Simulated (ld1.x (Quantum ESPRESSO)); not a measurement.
# Rh, TM: configuration errors across variants

| Item | Value |
| --- | --- |
| Element | rhodium (Rh) |
| Generator | ld1.x (Quantum ESPRESSO) 7.5 |
| Type | norm-conserving Troullier–Martins (Kleinman–Bylander form) |
| Functional | LDA (PZ) |
| Relativity | scalar-relativistic |
| Frozen core | [Ar] 3d10 |
| Valence charge | 17 |
| Reference configuration | 4s2 4p6 4d8 5s0 5p0 (charge +1) |
| Partial waves | 4p (bound): rc 1.55 bohr; 4d (bound): rc 1.80 bohr; 4s (bound): rc 1.05 bohr |
| Local potential | the s channel |
| Core correction | a·sin(br)/r model core, default radius (core density twice the valence density) |

All-electron excitation energies from the reference (eV): (1) 4s2 4p6 4d8 5s1 5p0 -7.791; (2) 4s2 4p6 4d7 5s0 5p0 19.767; (3) 4s2 4p6 4d6 5s0 5p0 52.502; (4) 4s2 4p5 4d8 5s1 5p0 48.962; (5) 4s2 4p6 4d5 5s0 5p0 99.653; (6) 4s2 4p6 4d8.5 5s0.5 5p0 -8.383; (7) 4s2 4p6 4d7 5s2 5p0 -5.410; (8) 4s2 4p6 4d8 5s0 5p0 spin -0.566; (9) 4s2 4p6 4d8 5s1 5p0 spin -8.675.

Spin tests fill each open shell by Hund’s rule, majority spin first.

A true bound ghost makes a file unfit for plane-wave use even where its test errors are small: the radial tests pick states by their node count and pass the ghost by.

Errors AE − PS in meV (a dash: test not solved or not reliable):

```csv
change,(1),(2),(3),(4),(5),(6),(7),(8),(9),bound ghosts
base,+83,+1.0,+12,+86,+54,+37,+207,+21,+105,none
wave 4d (bound): rc 1.80 bohr becomes 4d (bound): rc 1.54 bohr,+83,+1.4,+13,+100,+49,+37,+206,+17,+101,none
wave 4d (bound): rc 1.80 bohr becomes 4d (bound): rc 1.86 bohr,+83,+0.9,+13,+82,+57,+37,+208,+22,+106,none
wave 4d (bound): rc 1.80 bohr becomes 4d (bound): rc 2.06 bohr,+83,+0.8,+16,+56,+82,+37,+211,+26,+110,none
wave 4d (bound): rc 1.80 bohr becomes 4d (bound): rc 2.42 bohr,+85,+4.6,+59,-29,+262,+36,+235,+37,+121,none
wave 4d (bound): rc 1.80 bohr becomes 4d (bound): rc 2.70 bohr,+86,+15,+138,-97,+538,+34,+265,+43,+129,s (extra level of the local part)
```

**Question.** Give the same row for: wave 4d (bound): rc 1.80 bohr becomes 4d (bound): rc 1.20 bohr.

**Answer.** +83, +2.1, +15, +105, +52, +37, +207, +14, +99; bound ghosts: none.
